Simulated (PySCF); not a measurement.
Species: C6H9P.
SMILES: `C=C[C@@H]1P[C@H]1C=C`

A linear-response calculation (PySCF, def2-SVPD basis, gas phase, vertical, core orbitals frozen in the response) gave these numbers; the functional is withheld.

Orbital energies (eV): HOMO-3 -11.06, HOMO-2 -10.20, HOMO-1 -8.76, HOMO -8.62, LUMO 1.12, LUMO+1 1.90, LUMO+2 2.14.

| state | E (eV) | f | main configurations (H = HOMO, L = LUMO) |
| --- | --- | --- | --- |
| S1 | 5.81 | 0.398 | H→L (84%) |
| S2 | 6.03 | 0.116 | H-1→L (78%) |
| S3 | 6.35 | 0.130 | H-1→L+2 (36%), H-1→L+1 (29%), H→L+2 (12%) |
| S4 | 6.66 | 0.081 | H→L+2 (61%), H-1→L+1 (8%) |
| S5 | 6.74 | 0.283 | H-1→L+1 (32%), H-1→L+2 (31%), H→L+1 (22%) |
| S6 | 6.80 | 0.221 | H→L+1 (51%), H-1→L+1 (18%), H→L+2 (12%) |

Triplets, Tamm–Dancoff:

```json
{"state": "T1", "E (eV)": "4.08", "λ (nm)": "303.7", "main configurations (H = HOMO, L = LUMO)": "H→L (52%), H→L+1 (14%), H-1→L+1 (11%)"}
{"state": "T2", "E (eV)": "4.13", "λ (nm)": "300.4", "main configurations (H = HOMO, L = LUMO)": "H-1→L (48%), H→L+1 (14%), H-1→L+1 (12%)"}
{"state": "T3", "E (eV)": "5.21", "λ (nm)": "238.0", "main configurations (H = HOMO, L = LUMO)": "H-1→L (26%), H-3→L (17%), H-1→L+2 (12%)"}
{"state": "T4", "E (eV)": "5.32", "λ (nm)": "233.1", "main configurations (H = HOMO, L = LUMO)": "H-2→L (25%), H→L (22%), H→L+3 (9%)"}
```

Vertical ionisation energy by ΔSCF with the same functional: 8.71 eV. Mean static polarisability: 104.5 au.

Question: Which of these was used?
A. HF
B. PBE0
C. PBE
D. wB97X-D

Answer: D. wB97X-D is range-separated, 22% exact exchange at short range and 100% at long range (ω = 0.2 bohr⁻¹). In this run −ε(HOMO) = 8.62 eV differs from the ΔSCF value by -0.10 eV, and S1 differs from the orbital gap of 9.73 eV by -3.92 eV. The ratio −ε(HOMO)/IP is 0.99. Usual ranges for neutral molecules in this basis: 0.89 to 0.99 with wB97X-D, 0.5 to 0.7 with PBE, 0.7 to 0.83 with PBE0; with Hartree–Fock the ratio is 1 or more (Koopmans' value less the relaxation energy is the ΔSCF value).

Theory: PySCF 2.14.0, density-fitted response routines, TDDFT wB97X-D/def2-SVPD, vertical, gas phase, core orbitals frozen in the response. Isolated species at its PBE0-D3(BJ)/def2-SVP geometry (one conformer only).

The values belong to the conformer `[CH2:1]=[CH:2][C@@H:3]1[PH:4][C@H:5]1[CH:6]=[CH2:7]`: C1–C2–C3–P4 -134°, P4–C5–C6–C7 -131°.
